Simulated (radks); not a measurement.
Problem. These are the eigenvalues of the occupied orbitals of an atom or ion with whole-number occupations (hartree). Calculated with a radial shooting solver on a logarithmic mesh with Libxc functionals: non-relativistic Kohn-Sham, r2SCAN, spin-polarised, spherical densities, point nucleus; meta-GGA in the generalised Kohn-Sham scheme.

1s down: -217.4600
1s up: -217.4593
2s up: -26.81888
2s down: -26.76648
2p up: -23.08145
2p down: -23.04190
3s up: -4.97827
3s down: -4.85586
3p up: -3.89860
3p down: -3.77620
3d up: -2.17870

Which element is it, and in what charge state? The configuration may be excited. Open shells, if any, are filled with parallel spins first.

Solution. Z = 24, chromium, charge +4: Cr4+ in [Ar] 3d2. The list shows which subshells hold electrons but not how many an open one holds; the 1s level, -217.46 hartree, gives Z - s = 20.9 by -(Z - s)^2/2, which with screening narrows Z to a few neighbours, and the depths of the outer levels then fix element, charge and occupations together.
